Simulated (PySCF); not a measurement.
An unknown shows these calculated signals:

1H NMR (300 MHz, computed): δ 6.86 (m, 1H), 6.37 (m, 1H), 6.13 (m, 1H), 6.06 (m, 1H), 6.04 (m, 1H), 5.62 (m, 1H).

13C{1H} NMR (computed): δ 166.8 (C), 159.3 (CH), 136.7 (CH), 124.0 (CH2), 111.7 (CH), 110.4 (CH).

- GIAO PBE0/pcSseg-1 shieldings
- GFN2-xTB structure
- run in PySCF 2.14
- single conformer, in vacuum, non-relativistic

References, each an isolated molecule treated in the same way: 1H, 13C against TMS.

Problem. Which of these does the molecule contain: a non-aromatic C=C double bond, a vinyl group CH=CH2, an N-methyl group, a heteroaromatic ring, a CF3 group?

Solution. 
- A non-aromatic C=C double bond: yes.
- A vinyl group CH=CH2: yes (δC 124.0, 136.7; δH 6.04 (m), 5.62 (m), 6.37 (m)).
- An N-methyl group: no.
- A heteroaromatic ring: no.
- A CF3 group: no.

The data belong to SMILES C=C/C(F)=C/C=C\F, C6H6F2; they needn't prove each group on their own.

Carbon signals by region: 1 in the far downfield region (above 160 ppm), 5 in the sp2 and nitrile region (100–160 ppm). Above 160 ppm: 166.8, fully substituted alkene carbon.

Splittings by 19F in the carbon and heteronuclear signals aren't shown, as no couplings were computed. Shifts are as computed. Against solution values, carbons near 30 ppm lie about +3 ppm off and those near 130 ppm about +5 ppm. Of 1309 compounds with measured shifts, 239 miss one by over three times the rms of a fit or turn the order of signals round; such compounds aren't used in these exercises. Multiplicities follow the n + 1 count of equivalent neighbours, as no J values were calculated; m marks all less simple cases, F and P coupling included.
